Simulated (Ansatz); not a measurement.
Species: GeH$_{2}$F$_{2}$, charge 0, singlet. GeH2F2 (difluorogermane, SMILES [F][GeH2][F]).
B3LYP-D3(BJ)/def2-TZVP minimum from Ansatz (a first-principles code):
```xyz
5

Ge    -0.0235    -0.3322     0.0460
F      1.3815     0.5729    -0.4222
F     -1.2809     0.8507     0.2249
H      0.2479    -0.9382     1.4223
H     -0.4021    -1.2446    -1.1198
```
Charge 0, spin multiplicity 1.

Total energies in cc-pVDZ, 20 correlated electrons, 16 frozen orbitals. Open shells are spin-unrestricted; no spin-orbit coupling. Correlated methods leave the cores frozen (noble-gas shells, and filled d and f shells in the p block). No relativity.

```
method    program  energy (Eh)  minus CCSDT(Q) (mEh)
--------  -------  -----------  --------------------
HF         Ansatz  -2275.44751                501.25
MP2        Ansatz  -2275.92279                 25.96
CCSD       Ansatz  -2275.93909                  9.66
CCSD(T)    Ansatz  -2275.94703                  1.73
CCSDT(Q)   Ansatz  -2275.94876                  0.00
```

Rough core times of Ansatz's runs on a shared machine: CCSD(T) under 20 s, CCSDT(Q) 80 s.
